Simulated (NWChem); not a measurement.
Species: GeF cation, singlet

```xyz
2

F      0.0000     0.0000    -1.3338
Ge     0.0000     0.0000     0.3751
```
Atoms are numbered in this order, from 1.

All runs: NWChem. Low-valent species are run as closed-shell singlets; no triplet was tried in these runs. Coordinates come from a PBE-D3(BJ)/def2-SVP optimisation.

Q: Estimate the computed values for PBE0/def2-SVP. Quantities: highest occupied level (eV); orbital gap (eV).

A: 
* **highest occupied level (eV)**: -17.84
* **orbital gap (eV)**: 7.83
